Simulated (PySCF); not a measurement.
**From HF to CCSD(T): MS along group 13**

HF and CCSD(T) in PySCF with def2-SVP on every atom (core potentials on Tl), for the lowest determinant that a PBE0 search found; no spin–orbit coupling.

| molecule | state (unpaired electrons) | HF Re (Å) | HF ωe (cm⁻¹) | HF De (eV) | CCSD(T) Re (Å) | CCSD(T) ωe (cm⁻¹) | CCSD(T) De (eV) |
| --- | --- | --- | --- | --- | --- | --- | --- |
| BS | doublet (σ ↑) | 1.600 | 1293 | 4.29 | 1.626 | 1199 | 5.56 |
| AlS | doublet (σ ↑) | 2.016 | 636 | 2.45 | 2.044 | 635 | 3.69 |
| GaS | doublet (σ ↑) | 2.082 | 419 | 1.95 | ? | ? | ? |
| TlS | doublet (π ↑) | 2.636 | 269 | 1.69 | 2.617 | 276 | 2.47 |

Estimate the CCSD(T) values of GaS by adding the mean shift from HF to CCSD(T) of the other rows, and compare with the calculation.

The mean shifts are +1.2 pm, -29 cm⁻¹ and +1.10 eV, which give 2.094 Å, 390 cm⁻¹ and 3.05 eV. CCSD(T)/def2-SVP gives Re = 2.074 Å, ωe = 485 cm⁻¹, De = 3.27 eV.

What are the mean differences of HF from CCSD(T) over the whole series?

Re -0.7 pm, ωe +6 cm⁻¹, De -1.15 eV.

In a basis of this size CCSD(T) is itself not converged; it tends to give bonds that are too long and too weak.

Correlated steps freeze the inner cores (6 to 14 orbitals); shallow outer-core shells are correlated. UHF and ROHF references stand side by side, which adds small steps between rows. Correlated levels converge slowly with the basis: in double zeta they bind strong bonds too weakly, by up to about 1 eV, and carry superposition errors of some tenths. Spin–orbit coupling is left out, which matters for elements this heavy, above all for dissociation energies. States were picked by a PBE0 search and need not be the measured ground states.
